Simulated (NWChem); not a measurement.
Atomisation of C2Cl3F

```
C
C 1 1.3460
F 2 1.3230 1 121.32
Cl 2 1.7174 3 113.84 1 180.00
Cl 1 1.7254 2 122.74 3 180.00
Cl 1 1.7304 2 120.18 3 0.00
```
Charge 0, spin multiplicity 1.

Everything below was run with NWChem. Structure: optimised with B3LYP/def2-SVP, a minimum by its harmonic frequencies.

Basis set: def2-SVP. The atomisation energy is electronic alone: no zero-point, thermal, spin-orbit or counterpoise terms. No value is extrapolated to the basis-set limit. Free atoms are single determinants with multiplicities F 2, C 3, Cl 2. Correlated methods freeze the same cores in atoms and molecule, 18 orbitals in all.

Costs are rough ratios of processor time within this set of runs, SCF included, with HF as 1. Costs are the molecule's.

B3LYP has NWChem's definition, with VWN1-RPA local correlation. GW and range-separated runs recompute their integrals, the others keep them in memory, which bears on the times. The structure started from a generated list of species. The stability of the SCF solutions was not checked. Open-shell Hartree-Fock references start from PBE0 orbitals; any time given for them includes that run. Coupled-cluster values serve here as a point of comparison, not as the truth.

```csv
method,atomisation energy (kcal/mol),relative cost
HF,311.1,1
BHandHLYP,?,under 3
BLYP,504.0,under 3
PBE0,513.5,under 3
B3LYP,?,under 3
PBE,?,under 3
MP2,488.1,under 3
LC-wPBE (omega 0.3 per bohr),520.2,20
CCSD(T),462.8,50
```

Question: Complete the blanks.

Answer: 
- BHandHLYP, atomisation energy (kcal/mol): 458.9
- B3LYP, atomisation energy (kcal/mol): 493.5
- PBE, atomisation energy (kcal/mol): 542.3
